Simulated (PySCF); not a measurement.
All values below come from PBE-D3(BJ)/def2-TZVP // PBE0-D3(BJ)/def2-TZVP (PySCF 2.14.0). Gas-phase values, no solvent. One relaxed conformer stands for a flexible species; it need not be the lowest. Excitations are Tamm–Dancoff values on a coarser integration grid. The basis has no diffuse functions, so Rydberg states are missing or too high.

Reference species (SMILES): `[SH][Ge]([SH])([SH])[SH]` (neutral, multiplicity 1).

- HOMO: -6.20 eV
- S1 oscillator strength: 0.000
- S1–T1 gap (TDA): 0.24 eV
- HOMO–LUMO gap: 3.83 eV

Changed species: `[SH][Ge]([SH])([Cl])[Cl]` (H–S–Ge–Cl torsion -83°, Cl–Ge–S–H torsion -178°) (2 of 4 Cl replaced by SH; the reference has 4 of 4 Cl replaced by SH).

Problem. What does the change do to the HOMO, S1 oscillator strength, S1–T1 gap (TDA) and HOMO–LUMO gap?

Solution. the HOMO falls by 0.67 eV, to -6.87 eV; the S1 oscillator strength stays essentially unchanged; the S1–T1 gap (TDA) rises by 0.10 eV, to 0.34 eV; the HOMO–LUMO gap goes up by 0.34 eV, to 4.17 eV.
